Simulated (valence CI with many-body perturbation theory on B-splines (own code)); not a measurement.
## Ca12+: magnetic and hyperfine properties of the levels

Calculated by configuration interaction combined with many-body perturbation theory (CI+MBPT): six valence electrons over a frozen Dirac-Fock core [He], a basis of 9 s, 9 p, 8 d, 6 f, 3 g, 1 h functions for each j, with the one-electron correlation potential Σ1, the two-electron term Σ2, the three-electron term Σ3, Breit, model QED; selected CI, second order for the rest, scaled by the run's own slope (own B-spline code, finite nucleus).

No measured spectrum was set against this ion. As an estimate, levels of excited configurations hold to 0.05 to 0.15 % of their energy, terms of the ground configuration to about 0.5 %. Among the levels kept, up to 3000 cm⁻¹ of a level comes from second order outside the variational space, and about a tenth of that is noise between levels of different J, which matters for small intervals.

A/g_I is the dipole constant over the nuclear g factor μ/I (μ in nuclear magnetons, uniformly magnetised nucleus), B/Q the quadrupole constant per barn. Both hold the static response of the core; the bare values leave it out. Large factors of s and p1/2 electrons are usually good to 5 to 10 %; those of open d and f shells near neutrality can be off by tens of per cent, and small factors of p3/2, d and f electrons come from cancelling terms and can be off by a factor of two or in sign, in half-filled shells by more. B is blank for J = 1/2, where it vanishes, and for nearly pure S terms. Energies count from the lowest level. Levels with J = 0 are left out.

Names give the largest LS component (configuration and term), which can be under half, so a name can repeat, a term be missing and a line seem to break the LS rules; names also repeat where a configuration has a term twice. Letters in brackets count levels of one name in rising energy.

```
              Level  E (eV)      g  A/g_I (MHz)  A/g_I bare  B/Q (MHz/b)  B/Q bare
       2s2.2p4 3P_2    0.00  1.485        10800       12000        17900     18000
       2s2.2p4 3P_1    3.03  1.499         -677         611        -9630     -9690
       2s2.2p4 1D_2   10.96  1.013        21600       21600       -37500    -37700
       2s.2p5 3P°_2   76.69  1.499        53200       52500       -19200    -19300
       2s.2p5 3P°_1   79.17  1.496        55700       55300         9640      9700
       2s.2p5 1P°_1  105.51  1.001        30200       29700       -19000    -19200
   2s2.2p3.3s 5S°_2  413.44  1.992        11400       12900                       
   2s2.2p3.3s 3S°_1  418.22  1.979        -9950       -6650                       
   2s2.2p3.3s 3D°_1  427.93  0.567         3990        4010         8550      8600
   2s2.2p3.3s 3D°_2  428.03  1.194        16800       16800        19600     19700
   2s2.2p3.3s 3D°_3  428.68  1.332        24400       24500         -289      -292
   2s2.2p3.3s 1D°_2  430.70  1.033        19600       20000        -3970     -3990
    2s2.2p3.3p 5P_1  433.33  2.476        -2620         409          493       496
    2s2.2p3.3p 5P_2  433.55  1.815         3120        4790        -4180     -4200
    2s2.2p3.3p 5P_3  434.10  1.661         1710        3020         4810      4840
   2s2.2p3.3s 3P°_1  436.42  1.453        41500       41100        -6720     -6760
   2s2.2p3.3s 3P°_2  437.53  1.445        19800       20000       -16200    -16300
2s2.2p3.3p 3P_1 [a]  437.95  1.491         6300        7550        -2640     -2660
2s2.2p3.3p 3P_2 [a]  438.28  1.503         3300        4570         6470      6510
   2s2.2p3.3s 1P°_1  439.38  0.995        12500       13000        -2110     -2120
2s2.2p3.3p 1P_1 [a]  445.46  0.811        10700       10500         9070      9130
2s2.2p3.3p 3D_2 [a]  446.88  1.098        16100       16200        -4740     -4770
2s2.2p3.3p 3D_3 [a]  447.64  1.272        17400       17800       -12800    -12900
2s2.2p3.3p 3D_1 [a]  447.74  0.761        33800       33400        -2660     -2680
    2s2.2p3.3p 3F_2  448.25  0.783        10200       10000        10900     11000
    2s2.2p3.3p 3F_3  448.91  1.161         7670        7920        18500     18600
    2s2.2p3.3p 3F_4  449.48  1.249        13600       14000         4400      4420
    2s2.2p3.3p 1F_3  449.64  1.017        16500       16600         2220      2230
2s2.2p3.3p 3P_1 [b]  453.74  1.696         4070        5270         2860      2880
2s2.2p3.3p 3P_2 [b]  455.19  1.477        15300       16100         4110      4130
2s2.2p3.3p 3D_1 [b]  456.29  0.607        35100       34300         2870      2880
2s2.2p3.3p 3D_2 [b]  456.71  1.106        14900       15300         3610      3630
    2s2.2p3.3p 3S_1  456.84  1.704        -2880       -1870         5570      5600
```

Q: Take the isotope of mass number 41, with I = 7/2, μ = -1.59443 μN and Q = -0.0665 b. What is the hyperfine structure of 2s.2p5 1P°_1?

A: From the table A = -13800 MHz, B = 1270 MHz. Shifts from the centre of gravity in MHz: F = 5/2: 62800, F = 7/2: 12900, F = 9/2: -48000.
